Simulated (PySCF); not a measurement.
Computed NMR parameters against published values

Mapped SMILES: `[OH:1][c:2]1[cH:3][cH:4][c:5]([F:6])[cH:7][cH:8]1`. Hydrogens are named by the atom that carries them.

The experiment to reproduce: δ $^{19}$F F6 -124.6 ppm (measured; G. Saielli, R. Bini, A. Bagno, Computational 19F NMR. 2. Organic compounds, RSC Adv. 2014, ESI (exp. from Berger-Braun-Kalinowski 1994 and Everett 1995)). Coupling constants: $^{1}J$(C5,F6) 237.4 Hz, $^{2}J$(C4,F6) 23.0 Hz, $^{3}J$(C3,F6) 7.9 Hz, $^{4}J$(C2,F6) 2.1 Hz.

How the numbers were obtained: shieldings: GIAO PBE0/pcSseg-1, PBE0-D3(BJ)/def2-SVP structure, spin–spin couplings from B3LYP/pcJ-1 (spin–dipole term only in couplings to heteroatoms), in PySCF (in vacuum, single conformer, one averaged value for each set of equivalent atoms, non-relativistic Hamiltonian).

What does the calculation give, and how does it compare?

Results:


Reference values: measured (G. Saielli, R. Bini, A. Bagno, Computational 19F NMR. 2. Organic compounds, RSC Adv. 2014, ESI (exp. from Berger-Braun-Kalinowski 1994 and Everett 1995)).
| atoms | quantity | reference | computed | computed, scaled |
| --- | --- | --- | --- | --- |
| F6 | δ $^{19}$F vs CFCl3 | -124.6 | -125.8 | -128.0 |

Computed shifts are σ(ref) − σ with the named reference compound (TMS for H and C) calculated as an isolated molecule at the same level. The measured values may be among those fitted. Shieldings were converted by a linear fit to measured shifts: $^{19}$F: δ = 150.53 − 0.919σ +17.7 on sp3 carbon (rms 6.8 ppm, 22 shifts vs CFCl3, solution or neat liquid). A few per cent of atoms miss by over 2 rms, more outside the fitted compound classes.

Coupling constants in Hz (some tables give magnitudes without signs):
```tsv
coupling	reference	computed	source
$^{1}J$(C5,F6)	237.4	-306.5	measured; liquid or solution; F. J. Weigert, PhD thesis, Caltech 1968 (Carbon-13 magnetic resonance spectroscopy)
$^{2}J$(C4,F6)	23.0	21.0	measured; liquid or solution; F. J. Weigert, PhD thesis, Caltech 1968 (Carbon-13 magnetic resonance spectroscopy)
$^{3}J$(C3,F6)	7.9	4.6	measured; liquid or solution; F. J. Weigert, PhD thesis, Caltech 1968 (Carbon-13 magnetic resonance spectroscopy)
$^{4}J$(C2,F6)	2.1	4.9	measured; liquid or solution; F. J. Weigert, PhD thesis, Caltech 1968 (Carbon-13 magnetic resonance spectroscopy)
```
